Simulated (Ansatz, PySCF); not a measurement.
FS, SMILES F[S] (connectivity only; charge and spin as stated), charge -1, multiplicity 1. Atoms are numbered in the order given.

```xyz
2

F      0.0000     0.0000    -1.0987
S      0.0000     0.0000     0.6108
```
Charge -1, spin multiplicity 1.

The structure is a stationary point at PBE0-D3(BJ)/def2-TZVPD. The multiplicity is an assumed one; other spin states were not compared.

Two levels are set side by side: PBE-D3(BJ)/def2-TZVPD (Ansatz, an electronic-structure program) and PBE0-D3(BJ)/def2-TZVPD (Ansatz). Each level has its own optimised geometry; the coordinates shown are those of the second. Frequencies come from the Hessian of PySCF at each geometry. Differences are taken from unrounded values.

| quantity | PBE0-D3(BJ) | PBE-D3(BJ) | PBE-D3(BJ) minus PBE0-D3(BJ) |
|---|---|---|---|
| bond F1–S2 (Å) | 1.710 | 1.742 | 0.033 |
| highest harmonic wavenumber (cm⁻¹) | 664 | 612 | -51 |
| mean harmonic wavenumber (cm⁻¹) | 664 | 612 | -51 |
| zero-point energy (kcal/mol) | 0.95 | 0.88 | -0.07 |
